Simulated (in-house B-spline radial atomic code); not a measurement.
Results of a calculation; reference values are marked as such.
**Ghost states of the separable form: Zn**

Zn, [Ar] 3d10 4s2, non-relativistic LDA (VWN5), spherical and spin-unpolarised, from an all-electron radial atomic-structure program (B-spline basis) (atomic units; all potentials screened as in the neutral atom).

Troullier-Martins channels: 4s (ε = -0.2227, r_c = 2.428 bohr), 3d (ε = -0.3989, r_c = 1.998 bohr). In the Kleinman-Bylander form one channel serves as the local potential, and each other channel l becomes |δV u><u δV|/<u|δV|u>, with δV = V_l − V_local and u the pseudo-orbital. Its strength is E_KB = <u|δV²|u>/<u|δV|u>. By the analysis of Gonze, Stumpf and Scheffler a spurious state lies below the reference level ε if E_KB > 0 and ε is above the second level of the local potential alone, or if E_KB < 0 and ε is above its first. The table's levels are those of angular momentum l in a sphere of 9 bohr, whose wall can lift a shallow ε a little above its free-atom value.

```json
{"local": "s", "channel": "d", "<u δV u>": "-6.5844", "<u δV² u>": "68.255", "ε": "-0.3989", "first local level": "0.1120", "second local level": "0.3496"}
{"local": "d", "channel": "s", "<u δV u>": "0.24404", "<u δV² u>": "2.7112", "ε": "-0.2225", "first local level": "-9.1607", "second local level": "-0.7723"}
```

Task: Apply the rule to each row.

Result: Local s, channel d: E_KB = -10.4, so ε = -0.3989 is set against 0.1120: no ghost. Local d, channel s: E_KB = +11.1, so ε = -0.2225 is set against -0.7723: a ghost.

Diagonalising the separable Hamiltonian gives:

| local | channel | three lowest levels | all-electron, two lowest valence levels |
| --- | --- | --- | --- |
| s | d | -0.3989, 0.1206, 0.3813 | -0.3989, 0.1193 |
| d | s | -2.8906, -0.2225, 0.0807 | -0.2225, 0.0806 |

Task: Which choices of local channel are safe?

Result: Free of ghosts: s. With d local the s channel has a ghost 2.67 hartree below ε, since the local potential binds more than one state below ε, and a repulsive term of rank one raises each level at most to the next, so it clears only one of them. Among the safe choices the second level, which tests transfer, is off by at most 1.2 millihartree (s local).
